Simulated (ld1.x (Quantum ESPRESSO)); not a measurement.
# Which setting gave this result? (In (Z = 49), TM)

Base potential:

- Element: In
- Generator: ld1.x (Quantum ESPRESSO) 7.5
- Type: norm-conserving Troullier–Martins (Kleinman–Bylander form)
- Functional: PBE
- Relativity: scalar-relativistic
- Frozen core: [Kr]
- Valence charge: 13
- Reference configuration: 4d10 5s2 5p1
- Partial waves: 5s (bound): rc 1.80 bohr; 5p (bound): rc 2.30 bohr; 4d (bound): rc 1.40 bohr
- Local potential: the d channel
- Core correction: Bessel-smoothed model core inside 1.45 bohr

Cutoffs, loose and tight: the cutoffs (Ry, on a coarse ladder) from which the occupation-weighted sum of valence levels, in a spherical-Bessel basis at the reference potential, stays within 10 and 1 mRy of its value at 400 Ry. They do not see the model core or the augmentation charge, which bear on the density cutoff. Test errors are all-electron minus pseudo excitation energies from the reference, over the configurations 4d10 5s2 5p0; 4d10 5s1 5p0; 4d10 5s0 5p0; 4d10 5s2 5p1.3; 4d10 5s2 5p0.5; 4d9 5s2 5p2; 4d9 5s0 5p0; variants that change the core or the reference have their own tests. The largest error is taken over the tests solved by every variant that gives reliable tests at all, those not shown here included: 4d10 5s0 5p0; 4d10 5s1 5p0; 4d10 5s2 5p0; 4d10 5s2 5p0.5; 4d10 5s2 5p1.3; 4d9 5s0 5p0.

Only the p radius is moved (3 further runs of the sweep failed or gave no value and are left out):

```tsv
p radius (bohr)	cutoff, loose	cutoff, tight	bound ghosts	largest test error (meV)	median size of the test errors
1.54	110 Ry	140 Ry	s, p	-133	7.3 meV
1.66	90 Ry	140 Ry	s, p	-125	8.1 meV
1.92	90 Ry	140 Ry	s, p	-103	12.3 meV
2.16	90 Ry	140 Ry	s, p	-90	13.3 meV
2.96	90 Ry	140 Ry	s, p	-100	15.8 meV
3.48	90 Ry	140 Ry	s, p	-156	27.0 meV
```

Question: One more run gave cutoff, loose: 90 Ry; cutoff, tight: 140 Ry; bound ghosts: s, p; largest test error (meV): -128; median size of the test errors: 21.0 meV. Which value of the p radius was used?

Answer: 3.24 bohr. The median size of the test errors moves one way along this sweep, from 7.3 meV at 1.54 to 27.0 meV at 3.48 bohr, which places the run between 2.96 and 3.48 bohr.
